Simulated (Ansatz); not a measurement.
Molecular dynamics of ClGeH3O

Input file:

```yaml
crystal:
  periodic: [false, false, false]
  atoms:
    - { symbol: Ge, position_ang: [-0.414715, -0.093402, 0.515267] }
    - { symbol: H, position_ang: [0.927845, 0.072717, 1.449651] }
    - { symbol: Cl, position_ang: [2.16867, 0.04929, 0.29042] }
    - { symbol: O, position_ang: [-1.052778, 1.387053, -0.266571] }
    - { symbol: H, position_ang: [-1.249564, 1.249037, -1.213513] }
    - { symbol: H, position_ang: [-0.643657, -1.271593, -0.506255] }
basis:
  gaussian: { orbitals: def2-SVP }
hamiltonian:
  xc: pbe
  dispersion: d4
md:
  timestep: 0.5
  n_steps: 200
  ensemble: nve
  temperature: 100.0
  initial_velocities: maxwell_boltzmann
  seed: 5233
```

Run as:

```bash
$ ansatz run input.yaml --threads 1 --pin off --max-ram 2048MiB --backend cpu --events-out ev --progress --plain --runs-dir out
```

It starts at the highest image of a converged band, a first-order saddle point between two minima.

Output, in part (step lines, the closing report, with atoms numbered from 0):

```
md step     0: t =     0.00 fs  T =   100.0 K  F+E_penalty+E_count = -71107.82039510 eV  E_kin = 0.051704 eV  conserved = -71107.76869110 eV  (27 SCF iters)
md step     1: t =     0.50 fs  T =    99.0 K  F+E_penalty+E_count = -71107.81986546 eV  E_kin = 0.051185 eV  conserved = -71107.76868030 eV  (30 SCF iters)
md step     2: t =     1.00 fs  T =    95.6 K  F+E_penalty+E_count = -71107.81810070 eV  E_kin = 0.049443 eV  conserved = -71107.76865749 eV  (30 SCF iters)
md step     3: t =     1.50 fs  T =    90.6 K  F+E_penalty+E_count = -71107.81545069 eV  E_kin = 0.046821 eV  conserved = -71107.76862952 eV  (30 SCF iters)
md step     4: t =     2.00 fs  T =    84.6 K  F+E_penalty+E_count = -71107.81234734 eV  E_kin = 0.043743 eV  conserved = -71107.76860407 eV  (30 SCF iters)
md step     5: t =     2.50 fs  T =    78.5 K  F+E_penalty+E_count = -71107.80918776 eV  E_kin = 0.040601 eV  conserved = -71107.76858718 eV  (30 SCF iters)
md step     6: t =     3.00 fs  T =    72.9 K  F+E_penalty+E_count = -71107.80624899 eV  E_kin = 0.037670 eV  conserved = -71107.76857862 eV  (30 SCF iters)
md step     7: t =     3.50 fs  T =    67.9 K  F+E_penalty+E_count = -71107.80366821 eV  E_kin = 0.035091 eV  conserved = -71107.76857701 eV  (30 SCF iters)
[... lines left out ...]
Total energy: -71108.00354515 eV, -2613.1709315483 hartree
Atom 0 at    -0.744390    -0.152520     0.560918 Å, force     0.363754    -0.164324    -0.207117 eV/Å
Atom 1 at     3.704516     0.616553     0.871483 Å, force    -0.537151    -0.190518    -0.231514 eV/Å
Atom 2 at     2.654193     0.123405     0.239986 Å, force     0.466314     0.161684     0.225293 eV/Å
Atom 3 at    -0.897860     1.430383    -0.313768 Å, force     0.041465    -0.127645    -0.394201 eV/Å
Atom 4 at    -0.526155     1.316030    -1.217137 Å, force    -0.078241     0.203644     0.311751 eV/Å
Atom 5 at     0.076496    -0.916996    -0.690976 Å, force    -0.256142     0.117159     0.295787 eV/Å
Dipole moment:     0.408440     0.009101    -0.037022 e Å
```

The steps, from the saved trajectory:

```csv
time (fs),T (K),potential energy less start (eV),conserved less start (meV/atom)
0.0,100,0.000,0.00
3.0,73,0.014,0.02
6.0,55,0.023,0.02
9.0,67,0.017,0.01
12.0,57,0.022,0.02
15.0,80,0.010,0.02
18.0,138,-0.020,0.01
21.0,181,-0.042,0.02
24.0,247,-0.076,0.02
27.0,334,-0.121,0.00
30.0,358,-0.133,0.02
33.0,404,-0.157,0.02
36.0,450,-0.181,0.01
39.0,490,-0.202,0.01
42.0,534,-0.224,0.02
45.0,620,-0.269,0.00
48.0,675,-0.297,0.01
51.0,702,-0.311,0.00
54.0,696,-0.308,0.01
57.0,688,-0.304,0.00
60.0,643,-0.281,0.03
63.0,627,-0.272,0.00
66.0,577,-0.247,0.02
69.0,560,-0.238,0.01
72.0,542,-0.228,0.02
75.0,552,-0.234,-0.01
78.0,502,-0.208,0.03
81.0,506,-0.210,-0.01
84.0,477,-0.195,0.02
87.0,462,-0.187,0.00
90.0,422,-0.166,0.03
93.0,455,-0.183,-0.01
96.0,440,-0.175,0.03
99.0,460,-0.186,0.00
```

The run went to its last step. The conserved energy stayed within 0.033 meV per atom of its start (net change 0.018 meV per atom), so the integration is sound. The kinetic energy rose, since the run started high on the potential surface and went downhill. It ends in pieces (ClH + GeH2O), so much of that is their flight and rotation, not heat. A run of 0.1 ps of so small a system gives no equilibrium averages. The orbitals stay closed-shell, which can raise the energy where a bond breaks towards radicals; this wasn't checked here.

Between its relaxed ends the band would form H2–Cl3 and break Ge1–H2, Ge1–Cl3. These pairs go: H2–Cl3 1.70 → 1.32 Å, Ge1–H2 1.64 → 4.53 Å, Ge1–Cl3 2.60 → 3.42 Å. In the last frame they stand as after the step (other bonds may differ from the relaxed reactants and products). It ends as ClH + GeH2O. Pairs count as bonded within 1.25 times the sum of covalent radii (0.12 Å more for H–H).

Last frame:

```xyz
6
Properties=species:S:1:pos:R:3
Ge -0.744 -0.152 0.561
H 3.704 0.617 0.872
Cl 2.654 0.123 0.240
O -0.898 1.430 -0.314
H -0.526 1.316 -1.217
H 0.076 -0.917 -0.691
```

Run time: 5.4 min on 1 thread of Arm Neoverse V1, with other jobs on the host, peak memory 0.14 GiB.
